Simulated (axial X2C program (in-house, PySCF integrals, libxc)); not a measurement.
# Worked dissociation energy of CoO: PW91, scalar-relativistic

Computed with an axial X2C code built on PySCF integrals. Spin-free means the one-electron spin-free X2C Hamiltonian. Basis: Co dyall-cv3z [9s10p6d3f2g], O dyall-av3z [7s6p3d2f] (cores contracted in-house); Gaussian nuclei, density fitting, unrestricted open shells. Masses: Co 58.933 u, O 15.995 u.

Molecular state: M_S = 3/2, Λ = 2 (beyond evenly filled blocks: π+α, π-α, δ+α, δ+β, δ-α).

```
E(Co) (2M_S = 3, M_L = 0) : -1393.407339 hartree
E(O) (2M_S = 2, M_L = 0)  : -75.121952 hartree
E(CoO) at Re              : -1468.721299 hartree
ωe                        : 895.9 cm⁻¹
ωexe                      : 4.85 cm⁻¹
```

Problem. Work out De and D0.

Solution. De = -1393.407339 + (-75.121952) − (-1468.721299) = 0.19201 hartree = 5.225 eV. The zero-point energy is ωe/2 − ωexe/4 = 447 cm⁻¹ = 0.055 eV, so D0 = 5.169 eV.

The state is one determinant whose occupation by symmetry is held fixed; it was picked as the lowest of a PBE0 search that is not exhaustive. De is counted from the lowest determinant-based energies of the atoms at the same level, without counterpoise correction. Other states lie close and PBE0, whose exact exchange favours high spin, may order them wrongly; the determinant shown need not be the ground state. The nearest other spin-free determinant of the search, M_S = 3/2, Λ = 0, lies 0.13 eV up at the distance of the search. Without a current term, density functionals place determinants with orbital angular momentum somewhat too high. At some level and bond length an empty orbital lies below a filled one.

Each atomic determinant is the lowest at this level and need not be a pure term. Totals compare only within one Hamiltonian and basis.
